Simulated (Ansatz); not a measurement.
Name a neutral molecule of C, F, Ge, O, Si and H with HOMO–LUMO gap (PBE0/def2-TZVPP) between 6.10 and 6.40 eV and zero-point energy (PBE0-D4/def2-TZVP) between 144 and 160 kJ/mol (Ansatz, PBE0-D4/def2-TZVP geometry).

`F[C@H]1O[Si@H]1[GeH3]` (6.34 eV, 145.4 kJ/mol). Other molecules can fit too; these were computed, each in one conformer that needn't be the lowest.
